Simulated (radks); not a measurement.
Rb III, configuration [Ar] 3d10 4s2 4p5. All-electron calculation, Dirac Kohn-Sham, PBEsol, spin-unpolarised, spherical densities, point nucleus; open shells fill j = l - 1/2 first. Program: a radial shooting solver on a logarithmic mesh with Libxc functionals. Some entries of the table are withheld. Estimate them.

orbital  occ.  eigenvalue (Ry)  <r^2> (bohr^2)
1s1/2       2        -1105.238        0.002189
2s1/2       2              (1)             (2)
2p1/2       2              (3)         0.02848
2p3/2       4              (4)         0.02990
3s1/2       2        -23.32102             (5)
3p1/2       2        -18.42068             (6)
3p3/2       4        -17.74931             (7)
3d3/2       4         -9.16690          0.3347
3d5/2       6         -9.05278          0.3394
4s1/2       2         -3.69783           2.297
4p1/2       2         -2.52587           2.993
4p3/2       3         -2.45338           3.108

Answer. 
(1) 2s1/2 eigenvalue (Ry): -148.8999
(2) 2s1/2 <r^2> (bohr^2): 0.03727
(3) 2p1/2 eigenvalue (Ry): -135.2186
(4) 2p3/2 eigenvalue (Ry): -130.7557
(5) 3s1/2 <r^2> (bohr^2): 0.2997
(6) 3p1/2 <r^2> (bohr^2): 0.3063
(7) 3p3/2 <r^2> (bohr^2): 0.3188
